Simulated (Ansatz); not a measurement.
Reaction (cleavage of the B–Sn bond): `[BH2][SnH2][NH2]` + `N=CCl` → `B/N=C\Cl` + `[NH2][SnH3]`

Calculated with Ansatz (gas phase, PBE0-D4/def2-TZVP geometries, no zero-point term in ΔE). CBS: MP2 limit from def2 TZ/QZ plus the TZ coupled-cluster correction, frozen cores. This one scheme is used for every species. Functionals use def2-TZVPP. B3LYP here is the variant with VWN-RPA as its local correlation; programs differ in this. Elements past krypton have def2 core potentials. For Sn outer-core shells are correlated without core-valence functions, which leaves a few kJ/mol of doubt a bond. One conformer a species, not always the lowest.

`[BH2][SnH2][NH2]`:

```xyz
9

B     0.146    0.487   -1.803
Sn    0.429   -0.536    0.172
N    -0.571    0.525    1.598
H    -0.700    1.318   -1.947
H     0.825    0.200   -2.742
H     2.046   -0.571    0.728
H    -0.109   -2.173    0.087
H    -1.555    0.638    1.387
H    -0.511    0.112    2.521
```

`N=CCl`:

```xyz
5

N     0.373    0.492   -0.776
C    -0.168   -0.134    0.157
Cl   -1.801   -0.687    0.031
H     1.331    0.739   -0.532
H     0.265   -0.410    1.120
```

`B/N=C\Cl`:

```xyz
7

B    -0.702   -0.061   -1.169
N     0.077    0.083   -0.062
C     0.727    0.158    0.974
Cl    0.333   -0.726    2.426
H    -1.627    0.681   -1.319
H    -0.421   -0.911   -1.961
H     1.613    0.775    1.111
```

`[NH2][SnH3]`:

```xyz
7

N     0.633    1.108    0.150
Sn   -0.521   -0.556   -0.026
H     1.403    0.988    0.796
H     1.029    1.408   -0.732
H    -1.113   -0.879    1.539
H    -1.768   -0.146   -1.112
H     0.337   -1.922   -0.615
```

```
             level  ΔE (kJ/mol)  difference from CCSD(T)/CBS
           BLYP-D4       -152.6                        -26.4
          B3LYP-D4       -147.4                        -21.2
        r2SCANh-D4       -145.7                        -19.5
        r2SCAN0-D4       -142.3                        -16.1
      CAM-B3LYP-D4       -147.5                        -21.3
          PBE-QIDH       -134.7                         -8.5
               PBE       -149.1                        -22.9
            revPBE       -143.0                        -16.8
              PBE0       -141.5                        -15.3
             B3LYP       -147.9                        -21.7
    MP2/def2-TZVPP       -132.9                         -6.7
CCSD(T)/def2-TZVPP       -128.7                         -2.5
    MP2/def2-QZVPP       -131.5                         -5.3
SCS-MP2/def2-QZVPP       -128.4                         -2.2
      HF/CBS(def2)       -124.4                          1.8
    CCSD/CBS(def2)       -123.3                          2.9
       CCSD(T)/CBS       -126.2                            0
```

Largest T1 diagnostic among the species: 0.014.

From BLYP to BHLYP (50 % exact exchange), in def2-TZVPP and without D4, ΔE moves by +11.7 kJ/mol. At CCSD(T), def2-SVP lies −21.1 kJ/mol from the extrapolated value and def2-TZVPP −2.5 kJ/mol.
